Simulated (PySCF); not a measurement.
**Ionisation energy of Ba by level of theory**

Ba [Xe] 6s2 (1S) → Ba⁺ [Xe] 6s1 (2S), as a difference of total energies. Computed with PySCF 2.14 in aug-cc-pwCVTZ-X2C (11s10p8d4f, 109 functions), with the spin-free X2C one-electron Hamiltonian (Gaussian nucleus). Correlated levels: valence: [Xe] frozen. The calculations carry no spin-orbit coupling.

```
           method  ionisation energy (eV)
              UHF                   4.271
    MP2 (valence)                   4.748
SCS-MP2 (valence)                   4.843
   CCSD (valence)                   4.926
```

Problem. How much does correlation contribute at MP2 (valence)?

Solution. 4.748 − (4.271) = 0.477 eV, measured against UHF.

Errors of the correlated levels include the incompleteness of this basis and the frozen core.

With two correlated electrons CCSD is exact in that space.

For comparison: 5.212 eV (measured; NIST Atomic Spectra Database, ionization energies).
